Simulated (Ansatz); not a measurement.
`CB(F)BCl` → `FBBCl` + `[CH2]` (triplet) at 500 K and 1 bar (formal loss of a carbene).

Calculated with Ansatz (gas phase, PBE0-D4/def2-TZVP geometries, no zero-point term in ΔE). CCSD(T)/CBS adds triple-zeta CCSD(T) − MP2 to the extrapolated MP2 energy (def2 sets, frozen cores). This one scheme is used for every species. Triplets are unrestricted, without spin–orbit coupling. Each species was taken in one conformer, which may not be the lowest.

```csv
species,CCSD(T)/CBS energy (Eh),H − E (kJ/mol),S (J/(mol·K))
`CB(F)BCl`,-649.69946,191.6,409.5
`FBBCl`,-610.41691,106.7,346.7
`[CH2]` (triplet),-39.09499,62.7,213.9
```

H − E and S are ideal-gas, rigid-rotor, harmonic terms from PBE0-D4/def2-TZVP, for one conformer and one mirror image of each species, with the whole ground term of open shells counted as degenerate. 1 Eh = 2625.50 kJ/mol, R = 8.31446 J/(mol·K).

Task: By hand: ΔE, ΔH, ΔS and ΔG.

Result: ΔE = (-610.41691) + (-39.09499) − (-649.69946) = 0.18756 Eh = 492.4 kJ/mol. Δ(H − E) = 106.7 + 62.7 − 191.6 = -22.2, so ΔH = 470.2 kJ/mol. ΔS = 346.7 + 213.9 − 409.5 = 151.1 J/(mol·K). ΔG = 470.2 − 500 × (151.1)/1000 = 394.6 kJ/mol.

Task: By hand: the equilibrium constant, and the temperature at which ΔG would vanish if ΔH and ΔS stayed fixed.

Result: log₁₀ K = −ΔG/(RT ln 10) = -41.2. ΔG = 0 at ΔH/ΔS = 3112 K, far beyond where these terms or the molecules hold.

The number of gas molecules changes by +1, which sets the sign of ΔS. A doubt of 5 kJ/mol in ΔE shifts log₁₀ K by 0.5 here. Other conformers and mirror images would add mixing entropy, several J/(mol·K) or more a flexible species. Modes under 60 cm⁻¹, often nearly free rotors, make the harmonic entropy too high. A triplet takes part, so the spin changes. These are equilibria of isolated gas molecules and say nothing of rates. Largest T1 diagnostic: 0.014 (customary marks: 0.02 for closed shells, 0.045 for open ones).
